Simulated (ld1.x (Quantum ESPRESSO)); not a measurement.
## bismuth: one change to a TM potential, before and after

bismuth, norm-conserving Troullier–Martins (Kleinman–Bylander form), made with ld1.x (Quantum ESPRESSO) 7.5 (LDA (PZ), non-relativistic). Core [Xe] 4f14, reference 5d10 6s2 6p1.5 (charge +1.5). Waves: 6s (bound): rc 1.60 bohr; 6p (bound): rc 1.75 bohr; 5d (bound): rc 1.85 bohr. Local part: all-electron potential smoothed inside 1.30 bohr (lloc = -2). Core correction: Bessel-smoothed model core inside 1.35 bohr.

All-electron outer shells of the reference configuration (LDA (PZ), non-relativistic, ld1.x):

```csv
shell,level (eV),outermost node (bohr),outermost maximum (bohr)
5p,-102.12,0.50,0.90
5d,-43.43,0.51,1.03
6s,-22.94,1.10,2.08
6p,-15.45,1.19,2.38
```

Change: wave 5d (bound): rc 1.85 bohr becomes 5d (bound): rc 2.36 bohr.

Cutoffs: the cutoffs (Ry, on a coarse ladder) from which the occupation-weighted sum of valence levels, in a spherical-Bessel basis at the reference potential, stays within 10 and 1 mRy of its value at 400 Ry; they do not see the model core or the augmentation charge, which bear on the density cutoff. Errors are all-electron minus pseudo energies relative to the spin-unpolarised reference configuration.

Question: How do hardness, ghosts and transferability respond?

Answer: The potential gets neither clearly harder nor softer (80 Ry and 140 Ry → 80 Ry and 140 Ry); both files keep a bound ghost (p, s); the number of tests that count goes from 8 to 7; of the 7 tests that both files solve, the error grows in 2 and shrinks in 0 by more than 15 % and 0.3 meV (median size 6.6 → 6.9 meV).

| quantity | base | changed |
| --- | --- | --- |
| cutoff, loose | 80 Ry | 80 Ry |
| cutoff, tight | 140 Ry | 140 Ry |
| loose cutoff by channel (10 mRy a level) | s 30 Ry, p 45 Ry, d 50 Ry | s 30 Ry, p 45 Ry, d 40 Ry |
| bound ghosts | s, p | s, p |
| tests counted (converged, no solver errors) | 8 of 9 | 7 of 9 |
| error for 5d10 6s2 6p2, meV [ΔE -6.78 eV] | -6.6 | -6.9 |
| error for 5d10 6s2 6p1, meV [ΔE 8.69 eV] | -3.8 | -4.0 |
| error for 5d10 6s1 6p0, meV [ΔE 72.96 eV] | -23 | -30 |
| error for 5d10 6s0 6p5, meV [ΔE -1.31 eV] | -13 | -14 |
| error for 5d10 6s1 6p4, meV [ΔE -8.24 eV] | -45 | -42 |
| error for 5d10 6s1 6p3, meV [ΔE 0.50 eV] | -1.0 | -1.1 |
| error for 5d10 6s2 6p1.5 (spin-polarised), meV [ΔE -0.33 eV] | -1.4 | -1.7 |

Base: Tests not counted: 5d10 6s2 6p3 (spin-polarised) (pseudo-atom not self-consistent, printed error +9.6 eV). Changed file: Tests not counted: 5d10 6s2 6p3 (pseudo-atom not self-consistent, printed error +550 meV); 5d10 6s2 6p3 (spin-polarised) (pseudo-atom not self-consistent, printed error +7.2 eV). A true bound ghost makes a file unfit for plane-wave use even where its test errors are small: the radial tests pick states by their node count and pass the ghost by. Where a test does run into it, the solver fails or the error is huge.
